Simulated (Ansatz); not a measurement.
Calculated with Ansatz (gas phase, PBE0-D4/def2-TZVP geometries, no zero-point term in ΔE). CBS: MP2 limit from def2 TZ/QZ plus the TZ coupled-cluster correction, frozen cores. Functionals use def2-TZVPP. For Ga outer-core shells are correlated without core-valence functions, which leaves a few kJ/mol of doubt a bond. Scalar relativity is left out up to krypton. One conformer a species, not always the lowest.

Reaction (redistribution): `[OH][GaH][F]` + `O[SiH]([SiH3])[GaH2]` → `[OH][GaH][GaH2]` + `O[SiH](F)[SiH3]`

**Question.** Is it downhill or uphill in electronic energy at CCSD(T)/CBS, and by how much? (An estimate is asked.)

**Answer.** Ansatz gave: Downhill: ΔE = -90.6 kJ/mol.

**Question.** What do these levels give: B97M-V, PBE0-D4, BHLYP-D4, revPBE, r2SCAN, BHLYP? (Best estimate.)

**Answer.** Computed: B97M-V -82.6, PBE0-D4 -81.3, BHLYP-D4 -93.9, revPBE -77.3, r2SCAN -83.1, BHLYP -97.5 kJ/mol.

Largest T1 diagnostic among the species: 0.015.

In def2-TZVPP, CCSD(T) changes the Hartree–Fock value by +13.6 kJ/mol (the triples alone add +3.0 kJ/mol) and MP2 by +14.4 kJ/mol. The D4 term adds +3.9 kJ/mol with B3LYP and +2.3 kJ/mol with PBE0; it sums over pairs of atoms, weighted by their polarisabilities, and B3LYP, whose exchange is more repulsive, gets the larger term. From PBE to PBE0 (25 % exact exchange), in def2-TZVPP and without D4, ΔE moves by −4.3 kJ/mol.

B3LYP here is the variant with VWN-RPA as its local correlation; programs differ in this.
